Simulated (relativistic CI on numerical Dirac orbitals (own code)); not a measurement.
# Level scheme of Rh XXXI

These numbers are calculated, not measured: Dirac-Coulomb-Breit CI, KLI orbitals optimised for each configuration, model QED, unscaled Slater integrals (own radial code, finite nucleus).

Configurations in the expansion (outside the closed core [Ne]): 3s2 3p3, 3s 3p4, 3s2 3p2 3d, 3p5, 3s 3p3 3d, 3p4 3d, 3s 3p2 3d2, 3s2 3p 3d 4p, 3p4 4s, 3s 3p2 3d 4s, 3p4 4p, 3s2 3p2 4s, 3s2 3p 3d2, 3s2 3d3, 3s 3p 3d3, 3s2 3d2 4s, 3p3 3d2, 3p2 3d3, 3p2 3d2 4s, 3s2 3p 3d 4s, 3s 3p 3d2 4s, 3s2 3d 4s2, 3s 3p2 3d 4p, 3s 3p 3d2 4p, 3p2 3d2 4p, 3s 3p 3d 4s 4p. Double excitations out of closed p, d and f shells are left out; levels of such configurations are missing from the list, as are those of other unlisted configurations, and high levels can miss mixing partners.

The lowest level is 3s2 3p3 4S°_3/2, with 41 % of that term; Hund's rules for 3s2 3p3 give 4S° with J = 3/2, in agreement.

| No. | Configuration | Term | J | E (cm⁻¹) | % | Lifetime (s) | jj configuration (%) |
| --- | --- | --- | --- | --- | --- | --- | --- |
| 1 | 3s2 3p3 | 4S° | 3/2 | 0 | 41 |  | 3p3/2 (94) |
| 2 | 3s2 3p3 | 2D° | 3/2 | 223116 | 50 | 4.17e-06 | 3p1/2 3p3/2^2 (94) |
| 3 | 3s2 3p3 | 2D° | 5/2 | 274925 | 98 | 2.13e-05 | 3p1/2 3p3/2^2 (98) |
| 4 | 3s2 3p3 | 2P° | 1/2 | 338664 | 98 | 3.76e-06 | 3p1/2 3p3/2^2 (98) |
| 5 | 3s2 3p3 | 2P° | 3/2 | 563765 | 57 | 1.41e-06 | 3p3/2^3 (96) |
| 6 | 3s 3p4(3P) | 4P | 5/2 | 849891 | 72 | 1.31e-10 | 3s 3p3/2^2 (82) |
| 7 | 3s2 3p2 3d | 2D | 3/2 | 926617 | 19 | 1.35e-10 | 3p1/2^2 3d3/2 (54) |
| 8 | 3s 3p4(3P) | 4P | 1/2 | 984088 | 53 | 3.76e-11 | 3s 3p3/2^2 (71) |
| 9 | 3s 3p4(3P) | 4P | 3/2 | 1020810 | 37 | 3.46e-11 | 3p1/2^2 3d3/2 (36) |
| 10 | 3p2(3P) 3d | 4F | 5/2 | 1074151 | 38 | 3.96e-11 | 3p1/2^2 3d5/2 (73) |
| 11 | 3s 3p4(1D) | 2D | 3/2 | 1121693 | 31 | 4.21e-11 | 3s 3p1/2 3p3/2^3 (54) |
| 12 | 3s 3p4(1D) | 2D | 5/2 | 1162625 | 40 | 1.59e-10 | 3s 3p1/2 3p3/2^3 (47) |
| 13 | 3p2(3P) 3d | 2P | 3/2 | 1169890 | 38 | 2.40e-10 | 3p1/2 3p3/2 3d3/2 (76) |
| 14 | 3p2(3P) 3d | 4D | 1/2 | 1178956 | 58 | 1.06e-10 | 3p1/2 3p3/2 3d3/2 (83) |
| 15 | 3p2(1D) 3d | 2F | 5/2 | 1194475 | 52 | 1.89e-10 | 3p1/2 3p3/2 3d3/2 (59) |
| 16 | 3p2(3P) 3d | 4F | 7/2 | 1224690 | 55 | 2.29e-09 | 3p1/2 3p3/2 3d3/2 (72) |
| 17 | 3p2(3P) 3d | 4D | 7/2 | 1244425 | 49 | 1.15e-07 | 3p1/2 3p3/2 3d5/2 (90) |
| 18 | 3p2(3P) 3d | 4D | 1/2 | 1282149 | 30 | 1.33e-11 | 3s 3p1/2 3p3/2^3 (36) |
| 19 | 3p2(3P) 3d | 4F | 9/2 | 1293596 | 57 | 1.46e-04 | 3p1/2 3p3/2 3d5/2 (92) |
| 20 | 3p2(3P) 3d | 4D | 3/2 | 1296925 | 45 | 2.10e-11 | 3p1/2 3p3/2 3d5/2 (37) |
| 21 | 3s2 3p2 3d | 2F | 5/2 | 1317420 | 24 | 1.09e-11 | 3p1/2 3p3/2 3d5/2 (64) |
| 22 | 3s 3p4(3P) | 2P | 3/2 | 1376452 | 24 | 2.73e-12 | 3p1/2 3p3/2 3d3/2 (52) |
| 23 | 3p2(3P) 3d | 4P | 5/2 | 1384069 | 32 | 4.21e-12 | 3p1/2 3p3/2 3d3/2 (41) |
| 24 | 3p2(1D) 3d | 2G | 7/2 | 1388059 | 54 | 2.76e-11 | 3p1/2 3p3/2 3d5/2 (60) |
| 25 | 3p2(3P) 3d | 4P | 1/2 | 1400743 | 45 | 3.42e-12 | 3p1/2 3p3/2 3d3/2 (68) |
| 26 | 3p2(1D) 3d | 2P | 3/2 | 1428939 | 34 | 3.98e-12 | 3p1/2 3p3/2 3d5/2 (43) |
| 27 | 3p2(3P) 3d | 2D | 3/2 | 1453439 | 71 | 1.19e-11 | 3p1/2 3p3/2 3d5/2 (59) |
| 28 | 3p2(3P) 3d | 2P | 1/2 | 1465407 | 52 | 1.26e-11 | 3p3/2^2 3d5/2 (33) |
| 29 | 3p2(3P) 3d | 2D | 5/2 | 1466708 | 52 | 3.94e-12 | 3p1/2 3p3/2 3d5/2 (57) |
| 30 | 3p2(1D) 3d | 2F | 7/2 | 1526783 | 49 | 2.38e-10 | 3p3/2^2 3d5/2 (96) |
| 31 | 3p2(1D) 3d | 2P | 1/2 | 1548410 | 44 | 5.78e-12 | 3p1/2 3p3/2 3d5/2 (55) |
| 32 | 3p2(1D) 3d | 2G | 9/2 | 1552587 | 57 | 2.99e-06 | 3p3/2^2 3d5/2 (92) |
| 33 | 3p2(1D) 3d | 2P | 1/2 | 1598284 | 34 | 3.13e-12 | 3p3/2^2 3d3/2 (67) |
| 34 | 3p2(1D) 3d | 2D | 5/2 | 1611961 | 37 | 3.26e-12 | 3p3/2^2 3d3/2 (61) |
| 35 | 3p2(1D) 3d | 2D | 3/2 | 1612205 | 39 | 2.96e-12 | 3p3/2^2 3d3/2 (71) |
| 36 | 3p2(3P) 3d | 2F | 7/2 | 1647826 | 80 | 3.49e-12 | 3p3/2^2 3d3/2 (75) |
| 37 | 3p2(1S) 3d | 2D | 5/2 | 1681636 | 84 | 2.02e-10 | 3p3/2^2 3d5/2 (93) |
| 38 | 3p2(1S) 3d | 2D | 3/2 | 1701652 | 41 | 3.82e-12 | 3p3/2^2 3d3/2 (53) |
| 39 | 3p2(3P) 3d | 2D | 3/2 | 1770457 | 67 | 4.59e-12 | 3p3/2^2 3d5/2 (64) |
| 40 | 3p2(1D) 3d | 2S | 1/2 | 1773554 | 25 | 3.05e-12 | 3s 3p3/2^4 (44) |
| 41 | 3s 3p3(4S°)<5S°> 3d | 6D° | 5/2 | 1782026 | 56 | 1.90e-10 | 3s 3p3/2 3d3/2 (70) |
| 42 | 3s 3p3(4S°)<5S°> 3d | 6D° | 1/2 | 1783224 | 72 | 2.67e-10 | 3s 3p3/2 3d3/2 (69) |
| 43 | 3s 3p3(4S°)<5S°> 3d | 6D° | 3/2 | 1784453 | 66 | 1.64e-10 | 3s 3p3/2 3d3/2 (70) |
| 44 | 3p2(3P) 3d | 2D | 5/2 | 1790357 | 55 | 3.90e-12 | 3p3/2^2 3d5/2 (78) |
| 45 | 3s 3p3(4S°)<5S°> 3d | 6D° | 7/2 | 1793361 | 58 | 3.20e-10 | 3s 3p3/2 3d3/2 (47) |

Energies count from the lowest computed level; ° marks odd parity; lifetimes are radiative, by E1, M1, E2, M2, E3 decay to levels of this space only. Percentages are summed over parent terms; the parents shown are those of the largest component, closed shells are left out there, and <> holds an intermediate term. Filled j subshells are mostly left out of the jj labels.

The mean weight of the leading LS term, summed over parents, in these 45 levels is 50 %, and that of the leading jj configuration (from the same eigenvectors) 67 %, so jj coupling describes them better and the LS labels are nominal.

At this charge energies of transitions that change n are usually good to better than 1 %, and those within a shell (Δn = 0) to a few per cent.

LS names give the leading component of a level, which can be under half, so a name can repeat, a term be missing and a line seem to break the LS rules.
